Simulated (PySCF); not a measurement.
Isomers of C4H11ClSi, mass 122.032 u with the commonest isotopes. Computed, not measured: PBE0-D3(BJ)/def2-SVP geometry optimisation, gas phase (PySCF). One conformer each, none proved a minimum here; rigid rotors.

Question: Order these by rotational constant C, smallest first.
A. `CC(C)(C)[SiH2]Cl`
B. `[CH3:1][CH2:2][CH2:3][SiH2:4][CH2:5][Cl:6]` with C1–C2–C3–Si4 -62°, C2–C3–Si4–C5 -167°, C3–Si4–C5–Cl6 -179°
C. `[CH3:1][CH:2]([CH3:3])[SiH2:4][CH2:5][Cl:6]` with C1–C2–Si4–C5 -56°, C2–Si4–C5–Cl6 -179°
D. `[CH3:1][SiH2:2][C:3]([CH3:4])([CH3:5])[Cl:6]` with C1–Si2–C3–C4 56°
E. `[CH3:1][SiH2:2][C@@H:3]([CH3:4])[CH2:5][Cl:6]` with C1–Si2–C3–C4 -167°, Si2–C3–C5–Cl6 -57°

Answer: B (704.4 MHz), C (810.0 MHz), E (1226 MHz), A (1300 MHz), D (1469 MHz).

Question: Order these by rotational constant B, smallest first.
A. `[CH3:1][SiH2:2][C@@H:3]([CH3:4])[CH2:5][Cl:6]` with C1–Si2–C3–C4 -167°, Si2–C3–C5–Cl6 -57°
B. `[CH3:1][CH:2]([CH3:3])[SiH2:4][CH2:5][Cl:6]` with C1–C2–Si4–C5 -56°, C2–Si4–C5–Cl6 -179°
C. `CC(C)(C)[SiH2]Cl`
D. `[CH3:1][CH2:2][CH2:3][SiH2:4][CH2:5][Cl:6]` with C1–C2–C3–Si4 -62°, C2–C3–Si4–C5 -167°, C3–Si4–C5–Cl6 -179°

Answer: D (741.8 MHz), B (893.7 MHz), C (1385 MHz), A (1710 MHz).

Question: Order these by radius of gyration √(Σ m r²/M), largest first.
A. `[CH3:1][CH2:2][CH2:3][SiH2:4][CH2:5][Cl:6]` with C1–C2–C3–Si4 -62°, C2–C3–Si4–C5 -167°, C3–Si4–C5–Cl6 -179°
B. `[CH3:1][SiH2:2][C:3]([CH3:4])([CH3:5])[Cl:6]` with C1–Si2–C3–C4 56°
C. `[CH3:1][SiH2:2][C@@H:3]([CH3:4])[CH2:5][Cl:6]` with C1–Si2–C3–C4 -167°, Si2–C3–C5–Cl6 -57°
D. `[CH3:1][CH:2]([CH3:3])[SiH2:4][CH2:5][Cl:6]` with C1–C2–Si4–C5 -56°, C2–Si4–C5–Cl6 -179°

Answer: A (2.449 Å), D (2.288 Å), C (1.929 Å), B (1.841 Å).

| SMILES | point group | Ia (u·Å²) | Ib (u·Å²) | Ic (u·Å²) | κ | μa (D) | μb (D) | μc (D) |
| --- | --- | --- | --- | --- | --- | --- | --- | --- |
| C[SiH2][C@@H](C)CCl | C1 | 200.57 | 295.54 | 412.06 | -0.25 | 0.46 | 0.60 | 1.76 |
| CC(C)[SiH2]CCl | C1 | 88.33 | 565.48 | 623.89 | -0.97 | 2.13 | 1.10 | 0.69 |
| CC(C)(C)[SiH2]Cl | – | 141.11 | 364.98 | 388.81 | -0.93 | 1.91 | 0.32 | 0.00 |
| C[SiH2]C(C)(C)Cl | C1 | 190.07 | 293.19 | 344.06 | -0.57 | 0.51 | 1.23 | 0.82 |
| CCC[SiH2]CCl | C1 | 65.12 | 681.25 | 717.48 | -0.99 | 1.99 | 1.55 | 0.40 |
